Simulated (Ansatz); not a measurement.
Ansatz (a first-principles code) input for HgCl, SMILES [Cl][Hg] (connectivity only; charge and spin as stated), neutral, multiplicity 2, PBE-D3(BJ)/def2-TZVPD. 

Ansatz 0.2 input:
```yaml
crystal:
  periodic: [false, false, false]
  atoms:
    - {symbol: Hg, position_ang: [0.00000000, 0.00000000, -0.43129026]}
    - {symbol: Cl, position_ang: [0.00000000, 0.00000000, 2.02960122]}
basis:
  gaussian:
    orbitals: def2-TZVPD
hamiltonian:
  xc: pbe
  dispersion: d3bj
magnetization: {spin_polarized: true, initial_magnetization: 1}
relax: {f_tol: 0.002, max_steps: 200}
```

Program output:

```
WARN ansatz: RAYON_NUM_THREADS=1 ignored (pool sized by the plan → 1); use --threads N
Functional definition: PBE
integrals: 0.02 GiB planned
670 factors; their error is unknown
mean field: 0.26 GiB planned
mean field evaluation 1: about -16693.5342 eV, gradient 1.9e1 eV
mean field evaluation 2: about -16664.5530 eV, gradient 7.0e1 eV
mean field evaluation 4: about -16695.6998 eV, gradient 4.1e0 eV
mean field evaluation 8: about -16695.7728 eV, gradient 9.8e-2 eV
mean field evaluation 16: about -16692.3436 eV, gradient 1.4e1 eV
mean field -16695.77284072 eV, -613.5583350951 hartree, gradient 1.1e-5 eV, S^2 0.752611; 3 other end points of the search recorded, 0 dependent functions left out
the calculation of the forces begins
reference -16695.77288925 eV, -613.5583368785 hartree; 19, 18 occupied and 73, 74 virtual orbitals, 670 factors
relax step   1: F+E_penalty+E_count = -16695.80699035 eV  Δ(F+E_penalty+E_count) = +0.000e0 eV  max|allowed force component| = 1.257e-1 eV/Å  Δτ_max = 0.0000 Å  (88 SCF iters, accepted)
these checks for a lower state are left out or cut short: starts, cluster_reference, orbital_swaps, neighbouring_geometries, increment
integrals: 0.02 GiB planned
670 factors; their error is unknown
mean field: 0.26 GiB planned
mean field evaluation 32: about -16695.7808 eV, gradient 2.3e-3 eV
mean field -16695.77409598 eV, -613.5583812251 hartree, gradient 4.3e-5 eV, S^2 0.752574; 0 other end points of the search recorded, 0 dependent functions left out
the calculation of the forces begins
reference -16695.77414453 eV, -613.5583830091 hartree; 19, 18 occupied and 73, 74 virtual orbitals, 670 factors
relax step   2: F+E_penalty+E_count = -16695.80826301 eV  Δ(F+E_penalty+E_count) = -1.273e-3 eV  max|allowed force component| = 1.603e-2 eV/Å  Δτ_max = 0.0089 Å  (32 SCF iters, accepted)
these checks for a lower state are left out or cut short: starts, cluster_reference, orbital_swaps, neighbouring_geometries, increment
integrals: 0.02 GiB planned
670 factors; their error is unknown
mean field: 0.26 GiB planned
mean field -16695.77411321 eV, -613.5583818584 hartree, gradient 3.9e-5 eV, S^2 0.752569; 0 other end points of the search recorded, 0 dependent functions left out
the calculation of the forces begins
reference -16695.77416176 eV, -613.5583836426 hartree; 19, 18 occupied and 73, 74 virtual orbitals, 670 factors
relax step   3: F+E_penalty+E_count = -16695.80828282 eV  Δ(F+E_penalty+E_count) = -1.981e-5 eV  max|allowed force component| = 2.164e-4 eV/Å  Δτ_max = 0.0012 Å  (32 SCF iters, accepted)
integrals: 0.02 GiB planned
670 factors; their error is unknown
mean field: 0.26 GiB planned
mean field evaluation 64: about -16693.5729 eV, gradient 9.5e-3 eV
mean field -16695.77411321 eV, -613.5583818584 hartree, gradient 3.9e-5 eV, S^2 0.752569; 4 other end points of the search recorded, 0 dependent functions left out
the calculation of the forces begins
reference -16695.77416176 eV, -613.5583836426 hartree; 19, 18 occupied and 73, 74 virtual orbitals, 670 factors
Total energy: -16695.80833137 eV, -613.5596393523 hartree
Atom 0 at    -0.000000     0.000000    -0.421165 Å, force     0.000000    -0.000000    -0.000216 eV/Å
Atom 1 at     0.000000    -0.000000     2.019476 Å, force    -0.000000     0.000000     0.000216 eV/Å
Dipole moment:     0.000000     0.000000    -0.584785 e Å
```

The run converged.

Cost: roughly 15 core-seconds.
